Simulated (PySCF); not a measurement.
Species: C5H8N2.
SMILES with atom numbers: `[H]/[N:1]=[CH:2]\[C@H:3]1[CH:4]=[N:5][CH2:6][CH2:7]1`

NICS is the negative of the GIAO shielding at a point without a nucleus: at the ring centre (0) and 1 Å above and below it (1); zz is the component along the ring normal. Level: GIAO PBE0/pcSseg-1 (PySCF, non-relativistic, gas phase) on the GFN2-xTB geometry, one conformer.

Ring bond lengths (Å), with Mayer bond orders in brackets: C3–C4 1.517 (0.95), C4–N5 1.254 (1.95), N5–C6 1.439 (1.01), C6–C7 1.551 (1.00), C7–C3 1.538 (1.00).

Problem. What do the NICS probes read (ppm)?

Solution. 
| ring | type | NICS(0) | NICS(1), two faces | NICS(1)zz, two faces | rms pucker (Å) | centre to ring atoms, mean (Å) |
| --- | --- | --- | --- | --- | --- | --- |
| C3–C4–N5–C6–C7 | 5-membered ring with N; formal bonds 1 double, 4 single | -2.3 | -3.5 / -4.1 | -6.0 / -6.7 | 0.02 | 1.24 |

Problem. What can be read from them?

Solution. 
- C3–C4–N5–C6–C7: mean NICS(1)zz -6.4 ppm, shielded. C3, C6, C7 have four or more neighbours, so the value isn't read as a sign of a π ring current.

Problem. Give the inner angles of the rings and the Hirshfeld charges of the ring atoms.

Solution. 
- C3–C4–N5–C6–C7: C3 101.3° (-0.036 e), C4 116.3° (+0.040 e), N5 110.7° (-0.160 e), C6 107.2° (-0.027 e), C7 104.1° (-0.071 e); sum 539.7° against 540° for a flat convex ring.

Problem. What are the shieldings of the ring atoms and their hydrogens in the same run (means over atoms taken as equivalent)?

Solution. 
```json
{"atoms": "C3", "environment": "sp3 CH carbon", "σ isotropic (ppm)": "119.6", "principal values of the symmetric part, first atom (ppm)": "102.5, 122.0, 134.3"}
{"atoms": "C4", "environment": "imine carbon", "σ isotropic (ppm)": "20.7", "principal values of the symmetric part, first atom (ppm)": "-77.9, 48.1, 91.9"}
{"atoms": "N5", "environment": "imine nitrogen", "σ isotropic (ppm)": "-127.4", "principal values of the symmetric part, first atom (ppm)": "-478.9, -117.1, 213.9"}
{"atoms": "C6", "environment": "sp3 carbon bound to nitrogen", "σ isotropic (ppm)": "119.9", "principal values of the symmetric part, first atom (ppm)": "74.6, 120.6, 164.6"}
{"atoms": "C7", "environment": "ring CH2 carbon", "σ isotropic (ppm)": "160.2", "principal values of the symmetric part, first atom (ppm)": "133.3, 166.3, 180.9"}
{"atoms": "H on C3", "environment": "methine hydrogen", "σ isotropic (ppm)": "28.59", "principal values of the symmetric part, first atom (ppm)": "25.4, 28.3, 32.1"}
{"atoms": "H on C4", "environment": "hydrogen on a C=N carbon", "σ isotropic (ppm)": "24.68", "principal values of the symmetric part, first atom (ppm)": "23.0, 24.7, 26.3"}
{"atoms": "H on C6", "environment": "methylene hydrogen", "σ isotropic (ppm)": "27.33", "principal values of the symmetric part, first atom (ppm)": "23.3, 26.6, 32.1"}
{"atoms": "H on C6", "environment": "methylene hydrogen", "σ isotropic (ppm)": "27.36", "principal values of the symmetric part, first atom (ppm)": "23.5, 26.7, 31.9"}
{"atoms": "H on C7", "environment": "methylene hydrogen", "σ isotropic (ppm)": "29.66", "principal values of the symmetric part, first atom (ppm)": "24.6, 28.1, 36.3"}
{"atoms": "H on C7", "environment": "methylene hydrogen", "σ isotropic (ppm)": "29.84", "principal values of the symmetric part, first atom (ppm)": "25.9, 28.1, 35.5"}
```
